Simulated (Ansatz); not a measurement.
The cluster K₂Se. Total charge 0; triplet. Geometry r2SCAN-D4/def2-TZVP, that of the charge +1 doublet; atoms count from 1.

Cartesian coordinates in Å:
```
K 2.8272 0.9789 0.7896
K -2.8306 -0.9740 -0.7836
Se 0.0034 -0.0050 -0.0059
```

At PBE0-D4/def2-TZVP a singlet of charge 0 lies 1.17 eV below the triplet at the same geometry. The structure comes from a short search, and lower isomers may exist.

Problem. Estimate the Mulliken populations from the PBE0/def2-TZVP orbitals of Ansatz.

Solution. 
```csv
atom,charge (e),spin (α − β)
K1,0.35,0.50
K2,0.35,0.50
Se3,-0.70,1.00
```
Mulliken values and Mayer orders depend strongly on the basis.

Problem. Where does the spin sit?

Solution. Summed by element: K 1.00, Se 1.00, of 2 unpaired in all. Largest on single atoms: Se3 1.00, K1 0.50, K2 0.50.
